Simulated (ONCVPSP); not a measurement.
# Potentials for Au (Z = 79) compared

Generated with ld1.x 7.5 (TM, RRKJ, ultrasoft, PAW), atompaw 4.2 or ONCVPSP 4.0.1. The cutoff is in Ry: for ld1.x and atompaw files where the sum of valence levels is converged to 10 mRy in a Bessel basis, for ONCV files where the hardest occupied wave has 1 mHa per electron of residual kinetic energy. The error is the largest all-electron minus pseudo excitation energy over each file’s own four to seven test configurations (ionisations up to +4, promotions, holes and added fractions of an electron), all of which were solved. The labels leave out finer settings (local radius, basis sizes, second energies), which also bear on the numbers. Spin-polarised tests are not counted. The rows are a selection from randomly drawn settings: files with unsolved tests, undetermined cutoffs or missed reference levels are left out.

A true bound ghost makes a file unfit for plane-wave use even where its test errors are small: the radial tests pick states by their node count and pass the ghost by.

```csv
potential,cutoff (Ry),largest error (meV),bound ghosts
"ONCV, PBEsol, scalar-relativistic, rc 1.45/1.85/1.35/1.40 (spdf), local smoothed, core correction yes, reference 5s2 5p6 5d9, qcut 8.3/9.4/8.4/8.9, projectors 2/2/3/2",54,-24,none
"ONCV, PBE, scalar-relativistic, rc 1.55/1.20/2.35 (spd), local smoothed, core correction yes, reference 5s2 5p6 5d10 6s1, qcut 9.3/6.9/6.1, projectors 3/1/2",236,-376,none
"ONCV, LDA (Perdew-Wang 92), scalar-relativistic, rc 1.60/1.30/2.35/2.45 (spdf), local smoothed, core correction yes, reference 5s2 5p6 5d10 6s1, qcut 6.7/8.4/5.6/4.2, projectors 2/2/2/3",63,+280,none
"ONCV, PBEsol, scalar-relativistic, rc 1.30/1.85/1.30 (spd), local smoothed, core correction no, reference 5s2 5p6 5d9 6s2, qcut 7.5/9/8.7, projectors 3/2/3",51,-35,s
"ONCV, PBE, scalar-relativistic, rc 1.55/1.65/2.20 (spd), local smoothed, core correction yes, reference 5s2 5p6 5d10 6s0.75, qcut 6.2/7.3/8.1, projectors 2/2/2",38,-57,none
"ONCV, PBE, fully relativistic, rc 1.75/1.00/1.35 (spd), local smoothed, core correction yes, reference 5s2 5p6 5d10 6s1, qcut 6.8/8.3/8.5, projectors 2/2/1",210,+20,none
"ONCV, PBE, scalar-relativistic, rc 2.20/1.85/1.95 (spd), local smoothed, core correction no, reference 5p6 5d10 6s1, qcut 3.1/7.7/9.5, projectors 3/2/3",43,-23,none
```

Task: Fill in the row for Au: ONCV, LDA (Perdew-Wang 92), scalar-relativistic, rc 1.60/1.25/1.60 (spd), local smoothed, core correction yes, reference 5s2 5p6 5d10, qcut 7.2/6.3/5.3, projectors 2/2/3.

Result: cutoff 166 Ry, largest error -17 meV, bound ghosts: none.

Task: Fill in the row for Au: ONCV, PBE, scalar-relativistic, rc 2.35/2.30/2.15/0.90 (spdf), local smoothed, core correction yes, reference 4f14 5d10 6s0.75, qcut 2.4/3.7/7/21.7, projectors 2/2/2/3.

Result: cutoff 379 Ry, largest error -1151 meV, bound ghosts: s, p.
